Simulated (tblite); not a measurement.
Species: C3H11N3Si2.
SMILES with atom numbers: `[N:1]#[C:2][SiH2:3][CH2:4][CH2:5][NH:6][SiH2:7][NH2:8]` (hydrogens: H9, H10 on Si3; H11, H12 on C4; H13, H14 on C5; H15 on N6; H16, H17 on Si7; H18, H19 on N8)

The geometry is computed with GFN2-xTB (gas phase).

Question: Give the optimised bond lengths and angles.

Answer: 
```csv
bond,length (Å)
N1≡C2,1.146
C2–Si3,1.869
Si3–C4,1.898
C4–C5,1.534
C5–N6,1.440
N6–Si7,1.723
Si7–N8,1.723
"Si3–H9, Si3–H10",1.468
"C4–H11, C4–H12",1.092
"C5–H13, C5–H14",1.095
N6–H15,1.009
"Si7–H16, Si7–H17",1.469
"N8–H18, N8–H19",1.007
```

Bonds in one row agree within 0.01 Å and their mean is given. A selection of angles:
```csv
angle,degrees
N1–C2–Si3,179.6
C2–Si3–C4,107.0
C2–Si3–H9,105.9
C4–Si3–H9,112.0
C4–Si3–H10,113.6
H9–Si3–H10,111.7
Si3–C4–C5,112.8
Si3–C4–H11,110.5
C5–C4–H11,108.6
C5–C4–H12,108.3
H11–C4–H12,106.9
C4–C5–N6,114.1
C4–C5–H13,109.1
N6–C5–H13,107.1
N6–C5–H14,108.9
H13–C5–H14,108.2
C5–N6–Si7,123.1
C5–N6–H15,111.7
Si7–N6–H15,116.0
N6–Si7–N8,104.2
N6–Si7–H16,102.6
N6–Si7–H17,117.9
N8–Si7–H16,118.6
N8–Si7–H17,103.4
H16–Si7–H17,110.7
Si7–N8–H18,118.0
H18–N8–H19,109.7
H19–N8–Si7,117.9
```

Torsions: C2–Si3–C4–C5 168° (antiperiplanar); Si3–C4–C5–N6 55° (synclinal); C4–C5–N6–Si7 74° (synclinal); C5–N6–Si7–N8 52° (synclinal). The mirror-image conformer, all signs reversed, is as good.

Si7 (SiH2 silicon) is distorted tetrahedral (angles from 102.6° to 118.6°). N6 (silicon-bound nitrogen) has angles 123.1°, 116.0° and 111.7°, sum 350.8°, 0.24 Å off the plane of its three neighbours. Of the pairs four or more bonds apart, Si3···H15 is among the closest relative to their van der Waals radii: 2.90 Å, 88 % of the sum of Bondi's values. Si3 (SiH2 silicon) is distorted tetrahedral (angles from 105.9° to 113.6°). N8 (silicon-bound nitrogen) is pyramidal (angles 118.0°, 117.9° and 109.7°, sum 345.6°, 0.26 Å off the plane of its three neighbours). The 2 C–N bonds span 1.146 Å (N1≡C2, drawn triple) to 1.440 Å (C5–N6, drawn single), a spread of 0.294 Å. The C–Si distances run from 1.869 Å (C2–Si3, drawn single) to 1.898 Å (Si3–C4, drawn single), a spread of 0.029 Å.

Point group: C1 (no symmetry element, even within 0.4 Å). Its GFN2-xTB frequencies are all real (lowest 26 cm⁻¹). One conformer, not necessarily the lowest (C2–Si3–C4–C5 168°, Si3–C4–C5–N6 55°, C4–C5–N6–Si7 74°, C5–N6–Si7–N8 52°, N6–Si7–N8–H -177° and 48°). 3 starts were optimised and ended at 0.00, 0.40 and 0.78 kcal/mol (GFN2-xTB); the lowest of these is shown.
